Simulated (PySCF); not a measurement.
Electron correlation in Cl+ (chlorine, charge +1)

[Ne] 3s2 3p4, high-spin 3P determinant. Calculation: PySCF 2.14, in pcseg-2; no relativity, point nucleus. Frozen: [Ne]; 6 electrons correlated.

MP2 pair energies summed by pair of shells (mhartree):

| pair | energy | share (%) |
| --- | --- | --- |
| 3p-3p | -54.77 | 46.9 |
| 3s-3p | -53.39 | 45.7 |
| 3s-3s | -8.66 | 7.4 |

Total MP2 correlation energy: -116.82 mhartree.

Same-spin part -27.11 and opposite-spin part -89.71 mhartree; SCS-MP2 scales them by 1/3 and 6/5 to -116.69 mhartree.

```json
{"level": "CCSD", "correlation energy (mhartree)": "-141.40"}
{"level": "(T)", "correlation energy (mhartree)": "-3.78"}
{"level": "CCSD(T)", "correlation energy (mhartree)": "-145.18"}
```

Diagnostics: T1 = 0.0081, D1 = 0.0254, largest double amplitude 0.055.

Problem. Is a single reference adequate?

Solution. Yes: T1 lies below 0.03 and no double amplitude reaches 0.07.
